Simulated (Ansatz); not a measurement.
Calculated with Ansatz (gas phase, PBE0-D4/def2-TZVP geometries, no zero-point term in ΔE). CCSD(T)/CBS is the MP2 limit (def2-TZVPP, def2-QZVPP) plus CCSD(T) − MP2 in def2-TZVPP, frozen cores. This one scheme is used for every species. DFT in def2-TZVPP. B3LYP here is the variant with VWN-RPA as its local correlation; programs differ in this. One conformer a species, not always the lowest.

`OCB(O)O` + `FC(F)(F)S` → `OB(O)SC(F)(F)F` + CH₃OH  (ligand exchange at a B–C bond)

`OCB(O)O`:

```xyz
10

O    -0.052    0.395    1.634
C    -0.614    0.525    0.331
B     0.267   -0.339   -0.657
O     1.339   -1.027   -0.186
O    -0.059   -0.385   -1.976
H    -0.566    0.907    2.260
H    -0.627    1.573    0.002
H    -1.655    0.174    0.307
H     1.423   -0.883    0.764
H     0.545   -0.939   -2.478
```

`FC(F)(F)S`:

Cartesian coordinates in Å:
```
F -1.532 -0.668 -0.108
C -0.417 0.058 -0.092
F -0.606 1.091 0.729
F -0.230 0.560 -1.312
S 0.937 -1.012 0.436
H 1.847 -0.029 0.347
```

`OB(O)SC(F)(F)F`:

```xyz
10

O     1.965    1.556    0.067
B     0.835    0.823    0.201
O    -0.189    1.263    0.967
S     0.908   -0.766   -0.738
C    -0.788   -1.346   -0.578
F    -0.882   -2.558   -1.110
F    -1.198   -1.433    0.703
F    -1.672   -0.556   -1.195
H     1.944    2.359    0.595
H    -0.922    0.657    1.090
```

CH₃OH:

Cartesian coordinates in Å:
```
C -0.169 0.175 0.260
O 0.885 -0.526 -0.359
H 0.161 0.422 1.270
H -1.083 -0.427 0.338
H -0.410 1.112 -0.258
H 0.615 -0.756 -1.251
```

| level | ΔE (kcal/mol) | difference from CCSD(T)/CBS |
| --- | --- | --- |
| PBE-D4 | -11.5 | -0.9 |
| r2SCAN-D4 | -11.8 | -1.2 |
| PBE0-D4 | -11.2 | -0.6 |
| B3LYP-D4 | -11.1 | -0.5 |
| ωB97X-V | -10.6 | 0.0 |
| ωB97M-V | -10.4 | 0.2 |
| B2PLYP | -10.5 | 0.1 |
| PBE | -10.8 | -0.2 |
| r2SCAN | -11.6 | -1.0 |
| PBE0 | -10.5 | 0.1 |
| B3LYP | -9.9 | 0.7 |
| HF/def2-TZVPP | -9.6 | 1.0 |
| MP2/def2-TZVPP | -11.5 | -0.9 |
| SCS-MP2/def2-TZVPP | -10.9 | -0.3 |
| CCSD/def2-TZVPP | -9.9 | 0.7 |
| CCSD(T)/def2-TZVPP | -10.5 | 0.1 |
| HF/def2-QZVPP | -9.6 | 1.0 |
| MP2/def2-QZVPP | -11.5 | -0.9 |
| SCS-MP2/def2-QZVPP | -10.9 | -0.3 |
| HF/CBS(def2) | -9.6 | 1.0 |
| MP2/CBS(def2) | -11.6 | -1.0 |
| CCSD/CBS(def2) | -10.0 | 0.6 |
| CCSD(T)/CBS | -10.6 | 0 |

Largest T1 diagnostic among the species: 0.013.

In def2-TZVPP, CCSD(T) changes the Hartree–Fock value by −0.9 kcal/mol (the triples alone add −0.6 kcal/mol) and MP2 by −1.9 kcal/mol. The D4 term adds −1.2 kcal/mol with B3LYP and −0.6 kcal/mol with PBE0; it sums over pairs of atoms, weighted by their polarisabilities, and B3LYP, whose exchange is more repulsive, gets the larger term.
